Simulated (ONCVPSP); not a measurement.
## An all-electron radial function and its pseudo partner (Sc)

Columns: radius, all-electron u(r) and pseudo u(r) of the 3d shell (level -3.23 eV) of scandium in the configuration [Ne] 3s2 3p6 3d1 4s2; PBE, scalar-relativistic, ONCV scheme, ONCVPSP 4.0.1.

| r (bohr) | all-electron | pseudo |
| --- | --- | --- |
| 0.115 | 0.0331 | 0.0031 |
| 0.230 | 0.1432 | 0.0238 |
| 0.345 | 0.2830 | 0.0747 |
| 0.460 | 0.4151 | 0.1605 |
| 0.575 | 0.5236 | 0.2767 |
| 0.690 | 0.6060 | 0.4110 |
| 0.805 | 0.6624 | 0.5464 |
| 0.920 | 0.6957 | 0.6654 |
| 1.035 | 0.7105 | 0.7537 |
| 1.150 | 0.7112 | 0.8036 |
| 1.265 | 0.7017 | 0.8153 |
| 1.380 | 0.6852 | 0.7956 |
| 1.495 | 0.6640 | 0.7547 |
| 1.610 | 0.6400 | 0.7032 |
| 1.725 | 0.6143 | 0.6504 |
| 1.840 | 0.5879 | 0.6030 |
| 1.955 | 0.5615 | 0.5648 |
| 2.070 | 0.5355 | 0.5356 |
| 2.185 | 0.5102 | 0.5103 |
| 2.300 | 0.4859 | 0.4859 |
| 2.415 | 0.4626 | 0.4626 |
| 2.530 | 0.4404 | 0.4404 |
| 2.645 | 0.4193 | 0.4193 |
| 2.760 | 0.3993 | 0.3993 |
| 2.875 | 0.3802 | 0.3802 |
| 2.990 | 0.3619 | 0.3619 |

(1) How many radial nodes do the two functions have?

(2) At about which radius was the pseudo-wave matched?

(3) Where does each function peak?

(4) Is the pseudo-wave norm-conserving?

## Answers

(1) The all-electron 3d function has n − l − 1 = 0; the pseudo-wave has 0.

(2) 2.10 bohr, where the columns begin to agree (steps of 0.12 bohr).

(3) Outermost all-electron maximum near 1.15 bohr, pseudo maximum near 1.26 bohr (to the table’s step).

(4) Yes: the ONCV scheme keeps the norm inside the radius equal to the all-electron one, which fixes the energy derivative of the logarithmic derivative at the level.
